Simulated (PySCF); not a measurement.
# C₆ coefficients of unlike pairs at UHF

Calculated with PySCF 2.14 from the dipole response of each species, C₆(A,B) = (3/π) ∫ α_A(iu) α_B(iu) du, in atomic units, from isotropic polarisabilities. For ions this is the dispersion term alone; charge-induced terms of lower order in 1/R come first.

```json
{"species": "Dy⁺", "configuration": "[Xe] 4f10 6s1 (6I)", "basis": "x2c-TZVPPall with one added diffuse shell each of s, p, d, f type (12s8p8d5f2g)", "relativity": "spin-free X2C", "α (bohr³)": "101.0", "C₆ (like pair)": "924.5"}
{"species": "Ti⁺", "configuration": "[Ar] 3d2 4s1 (4F)", "basis": "def2-TZVPPD (6s6p4d2f1g)", "relativity": "none", "α (bohr³)": "64.56", "C₆ (like pair)": "441.3"}
{"species": "Zr³⁺", "configuration": "[Kr] 4d1 (2D)", "basis": "x2c-TZVPPall with one added diffuse shell each of s, p, d, f type (9s7p7d3f1g)", "relativity": "spin-free X2C", "α (bohr³)": "5.398", "C₆ (like pair)": "22.19"}
{"species": "La³⁺", "configuration": "[Xe] (1S)", "basis": "def2-TZVPPD with the def2 core potential (46 electrons) (6s5p3d2f1g)", "relativity": "core potential", "α (bohr³)": "7.596", "C₆ (like pair)": "46.05"}
```

Q: Estimate C₆ for Zr³⁺ with Dy⁺.

A: The integral gives 101.3. The combination rule 2 C_A C_B / (C_A α_B/α_A + C_B α_A/α_B) gives 88.29 and the geometric mean 143.2.

No spin-orbit coupling is included.

The other pairs:

```csv
pair,C₆
"La³⁺, Zr³⁺",31.88
"Zr³⁺, Ti⁺",71.23
"Ti⁺, Dy⁺",636.9
"La³⁺, Dy⁺",145.3
"La³⁺, Ti⁺",102.4
```
